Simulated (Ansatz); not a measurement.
C3H6SiTe, SMILES `[SiH3]CC1=C[Te]1`, relaxed with RKS PBE-D4/def2-SVP in the Gaussian-basis code of Ansatz from a rough embedded geometry. The force threshold is 0.03 eV/Å; the program also tests the step.

Charge 0, multiplicity 1. Te: def2 effective core potential.

Start:

```xyz
11

Si   -0.813    0.596   -1.325
C     0.721    0.232   -0.414
C     0.418   -0.576    0.823
C     0.489   -0.635    2.231
Te   -0.176   -2.366    1.511
H    -1.502   -0.721   -1.714
H    -1.763    1.301   -0.447
H    -0.564    1.336   -2.528
H     1.189    1.189   -0.170
H     1.414   -0.325   -1.104
H     0.589   -0.032    3.137
```

How much energy does the relaxation release, and in how many steps? (Estimate.)

Ansatz gave: 117.29 kJ/mol, in 7 steps, 1 of them rejected.

Which bonds change most? (Estimate.)

Ansatz gave: C3–Te5 from 2.008 to 2.252 Å; C4–Te5 from 1.990 to 2.209 Å; C3–C4 from 1.411 to 1.296 Å; Si1–C2 from 1.822 to 1.921 Å.

Give the relaxed structure. (An estimate is asked.)

Ansatz gave: 
```xyz
11

Si   -0.889    0.551   -1.329
C     0.746    0.239   -0.371
C     0.533   -0.480    0.885
C     0.481   -0.553    2.178
Te   -0.277   -2.500    1.462
H    -1.508   -0.756   -1.729
H    -1.838    1.332   -0.466
H    -0.549    1.350   -2.558
H     1.235    1.219   -0.170
H     1.413   -0.342   -1.045
H     0.652   -0.061    3.142
```
